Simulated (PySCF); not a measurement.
H₄GeOSi (SMILES [OH][Ge][SiH3]), singlet, at a GFN2-xTB geometry, atoms displaced at random by about 0.08 Å a coordinate; TPSS/STO-3G, gradient run with PySCF.

PySCF was given this input:
```python
from pyscf import gto, scf, dft

mol = gto.Mole()
mol.atom = '''
    Ge    0.129364   -0.452429    0.795950
    O     1.156376   -1.323880   -0.559288
    H     1.108279   -0.992374   -1.334393
    Si   -0.713205    1.492867   -0.692594
    H    -1.362348    2.541776   -0.080489
    H    -1.724479    0.857559   -1.668481
    H     0.386765    1.961038   -1.501960
'''
mol.basis = 'sto-3g'
mol.charge = 0
mol.spin = 0
mol.verbose = 4
mol.build()

mf = dft.RKS(mol)
mf.xc = 'tpss'
mf.kernel()
g = mf.nuc_grad_method()
grad = g.kernel()
```

It wrote (shortened):

```
PySCF version 2.14.0

[INPUT] verbose = 4
[INPUT] num. atoms = 7
[INPUT] num. electrons = 58
[INPUT] charge = 0
[INPUT] spin (= nelec alpha-beta = 2S) = 0
[INPUT] symmetry False subgroup None
[INPUT] Mole.unit = angstrom
[INPUT] Symbol           X                Y                Z      unit          X                Y                Z       unit  Magmom
[...]
nuclear repulsion = 229.039849311919
number of shells = 20
number of NR pGTOs = 108
number of NR cGTOs = 36
basis = sto-3g
ecp = {}

******** <class 'pyscf.dft.rks.RKS'> ********
method = RKS
initial guess = minao
damping factor = 0
level_shift factor = 0
DIIS = <class 'pyscf.scf.diis.CDIIS'>
diis_start_cycle = 1
diis_space = 8
diis_damp = 0
SCF conv_tol = 1e-09
SCF conv_tol_grad = None
SCF max_cycles = 50
direct_scf = True
direct_scf_tol = 1e-13
XC library pyscf.dft.libxc version 7.1.2
    S. Lehtola, C. Steigemann, M. J. T. Oliveira, and M. A. L. Marques,  SoftwareX 7, 1–5 (2018)
XC functionals = tpss
    J. Tao, J. P. Perdew, V. N. Staroverov, and G. E. Scuseria,  Phys. Rev. Lett. 91, 146401 (2003)
    J. P. Perdew, J. Tao, V. N. Staroverov, and G. E. Scuseria,  J. Chem. Phys. 120, 6898 (2004)
    J. Tao, J. P. Perdew, V. N. Staroverov, and G. E. Scuseria,  Phys. Rev. Lett. 91, 146401 (2003)
    J. P. Perdew, J. Tao, V. N. Staroverov, and G. E. Scuseria,  J. Chem. Phys. 120, 6898 (2004)
radial grids:
    Treutler-Ahlrichs [JCP 102, 346 (1995); DOI:10.1063/1.469408] (M4) radial grids

becke partition: Becke, JCP 88, 2547 (1988); DOI:10.1063/1.454033
pruning grids: <function nwchem_prune>
grids dens level: 3
symmetrized grids: False
atomic radii adjust function: <function treutler_atomic_radii_adjust>
small_rho_cutoff = 0
Set gradient conv threshold to 3.16228e-05
Initial guess from minao.
tot grids = 93136
init E= -2413.22924272438
[...]
cycle= 1 E= -2415.46835285477  delta_E= -2.24  |g|= 0.602  |ddm|= 3.03
[...]
cycle= 2 E= -2394.75497914576  delta_E= 20.7  |g|=    7  |ddm|= 7.96
[...]
cycle= 3 E= -2414.47450497046  delta_E= -19.7  |g|= 1.86  |ddm|= 7.36
[...]
cycle= 4 E= -2413.61185944242  delta_E= 0.863  |g|= 1.51  |ddm|= 3.31
[...]
cycle= 5 E= -2415.6301703013  delta_E= -2.02  |g|= 0.164  |ddm|= 3.24
[...]
cycle= 6 E= -2415.63484847264  delta_E= -0.00468  |g|= 0.182  |ddm|= 0.782
[...]
cycle= 7 E= -2415.6463539001  delta_E= -0.0115  |g|= 0.0555  |ddm|=  0.3
[...]
cycle= 8 E= -2413.97603438487  delta_E= 1.67  |g|= 1.07  |ddm|= 3.13
[...]
cycle= 9 E= -2413.98709730938  delta_E= -0.0111  |g|= 1.07  |ddm|= 0.116
[...]
cycle= 10 E= -2415.64481176549  delta_E= -1.66  |g|= 0.0624  |ddm|=  3.1
[...]
cycle= 11 E= -2415.64723029298  delta_E= -0.00242  |g|= 0.0261  |ddm|= 0.498
[...]
cycle= 12 E= -2413.98453724253  delta_E= 1.66  |g|= 1.06  |ddm|= 3.13

WARN: HOMO -0.00284902329850958 == LUMO -0.0024331946830234

cycle= 13 E= -2413.99382964823  delta_E= -0.00929  |g|= 1.07  |ddm|= 0.138

WARN: HOMO -0.00360234541352176 == LUMO -0.00341903915813062

cycle= 14 E= -2415.63799123466  delta_E= -1.64  |g|= 0.115  |ddm|= 2.95
[...]
cycle= 15 E= -2415.64760503234  delta_E= -0.00961  |g|= 0.0151  |ddm|= 1.02
[...]
cycle= 16 E= -2415.64771794347  delta_E= -0.000113  |g|= 0.0143  |ddm|= 0.469
[...]
cycle= 17 E= -2415.64786660447  delta_E= -0.000149  |g|= 0.0107  |ddm|= 0.31
[...]
cycle= 18 E= -2415.64786808076  delta_E= -1.48e-06  |g|= 0.0106  |ddm|= 0.0273
[...]
cycle= 19 E= -2415.64790338153  delta_E= -3.53e-05  |g|= 0.00841  |ddm|= 0.0562

WARN: HOMO -0.00340306061691056 == LUMO -0.00322951728130772

cycle= 20 E= -2415.63541761504  delta_E= 0.0125  |g|= 0.133  |ddm|= 0.901
[...]
cycle= 21 E= -2413.99524325456  delta_E= 1.64  |g|= 1.08  |ddm|= 2.92
[...]
cycle= 22 E= -2413.9949529141  delta_E= 0.00029  |g|= 1.08  |ddm|= 0.00219

WARN: HOMO -0.00340120888131241 == LUMO -0.0032528128384561

cycle= 23 E= -2415.5767856611  delta_E= -1.58  |g|= 0.374  |ddm|= 2.68
[...]
cycle= 24 E= -2415.64792215545  delta_E= -0.0711  |g|= 0.00713  |ddm|= 1.37

[...]

WARN: HOMO -0.00393571336794313 == LUMO -0.00320350838455113

cycle= 28 E= -2415.64794670756  delta_E= -3.89e-05  |g|= 0.00267  |ddm|= 0.0988

WARN: HOMO -0.00389967124641866 == LUMO -0.00329400075661829

cycle= 29 E= -2415.64793637828  delta_E= 1.03e-05  |g|= 0.00338  |ddm|= 0.134

WARN: HOMO -0.00342973797836776 == LUMO -0.00327315760262684

cycle= 30 E= -2415.64788239922  delta_E= 5.4e-05  |g|= 0.00586  |ddm|= 0.139

WARN: HOMO -0.00359461391561883 == LUMO -0.00324896370803152

cycle= 31 E= -2415.6478765573  delta_E= 5.84e-06  |g|= 0.0043  |ddm|= 0.449

WARN: HOMO -0.00344447397441788 == LUMO -0.00325620238878107

cycle= 32 E= -2415.64791956613  delta_E= -4.3e-05  |g|= 0.00378  |ddm|= 0.415

WARN: HOMO -0.00355351746552557 == LUMO -0.00324637097094161

cycle= 33 E= -2415.64790281121  delta_E= 1.68e-05  |g|= 0.00437  |ddm|= 0.363

WARN: HOMO -0.00370908184449037 == LUMO -0.00325697550784872

cycle= 34 E= -2415.64792084513  delta_E= -1.8e-05  |g|= 0.00505  |ddm|= 0.0552

WARN: HOMO -0.00351560657644051 == LUMO -0.00322911759961317

cycle= 35 E= -2415.64790697757  delta_E= 1.39e-05  |g|= 0.00377  |ddm|= 0.0572

WARN: HOMO -0.00325786703481357 == LUMO -0.0032099208204425

cycle= 36 E= -2415.51512711047  delta_E= 0.133  |g|= 0.542  |ddm|= 1.55

WARN: HOMO -0.00349198260440727 == LUMO -0.00322994789676568

cycle= 37 E= -2415.64766734423  delta_E= -0.133  |g|= 0.0114  |ddm|= 1.38

WARN: HOMO -0.00345465403034702 == LUMO -0.00324094375768569

cycle= 38 E= -2415.64740390725  delta_E= 0.000263  |g|= 0.0187  |ddm|= 0.0783

WARN: HOMO -0.00335900719145012 == LUMO -0.00323780387963738

cycle= 39 E= -2415.64713020955  delta_E= 0.000274  |g|= 0.0249  |ddm|= 0.0654

WARN: HOMO -0.00336618276503711 == LUMO -0.00323570539686002

cycle= 40 E= -2415.64593376573  delta_E= 0.0012  |g|= 0.044  |ddm|= 0.132

WARN: HOMO -0.00321643321951206 == LUMO -0.00309785635098661

cycle= 41 E= -2415.50133741302  delta_E= 0.145  |g|= 0.573  |ddm|= 2.12

WARN: HOMO -0.00351200672590579 == LUMO -0.0031560367770812

cycle= 42 E= -2415.64777088212  delta_E= -0.146  |g|= 0.00933  |ddm|= 1.43

WARN: HOMO -0.00327287015861157 == LUMO -0.00278495798922148

cycle= 43 E= -2413.98643778479  delta_E= 1.66  |g|= 1.06  |ddm|=  3.1

WARN: HOMO -0.00382875192480694 == LUMO -0.00345887750807891

cycle= 44 E= -2415.64655804052  delta_E= -1.66  |g|= 0.0358  |ddm|= 3.07

WARN: HOMO -0.00375152086428665 == LUMO -0.00335994487120078

cycle= 45 E= -2415.64786591407  delta_E= -0.00131  |g|= 0.00598  |ddm|= 0.577

WARN: HOMO -0.00384675713746541 == LUMO -0.00329527958683962

cycle= 46 E= -2415.6478601296  delta_E= 5.78e-06  |g|= 0.00465  |ddm|= 0.164

WARN: HOMO -0.00381986068359969 == LUMO -0.00329058314169334

cycle= 47 E= -2415.64786800137  delta_E= -7.87e-06  |g|= 0.00449  |ddm|= 0.0851

WARN: HOMO -0.00380194520981209 == LUMO -0.0033118600281214

cycle= 48 E= -2415.64789372259  delta_E= -2.57e-05  |g|= 0.00566  |ddm|= 0.0781

WARN: HOMO -0.003719239843339 == LUMO -0.0032708810140905

cycle= 49 E= -2415.64792743696  delta_E= -3.37e-05  |g|= 0.00562  |ddm|= 0.08

WARN: HOMO -0.00372139563775298 == LUMO -0.00334531273633949

cycle= 50 E= -2415.64784499761  delta_E= 8.24e-05  |g|= 0.00699  |ddm|= 0.335
SCF not converged.
SCF energy = -2415.64784499761

WARN: Ground state RKS not converged

******** <class 'pyscf.grad.rks.Gradients'> for <class 'pyscf.dft.rks.RKS'> ********
unit = Eh/Bohr
grid_response = False
--------------- RKS gradients ---------------
         x                y                z
0 Ge    -0.0345404888     0.0068106732     0.0864920771
1 O     0.0227415166     0.0950384680    -0.3490216907
2 H     0.0256320861    -0.1341706259     0.2812530238
3 Si    -0.0060596898     0.0896729199     0.0173476110
4 H     0.0161375483    -0.0323280888    -0.0175350335
5 H    -0.0239449332    -0.0186467308    -0.0213313711
6 H     0.0000550560    -0.0063191589     0.0027276905
----------------------------------------------
```

The run did not converge; its last values are not results.
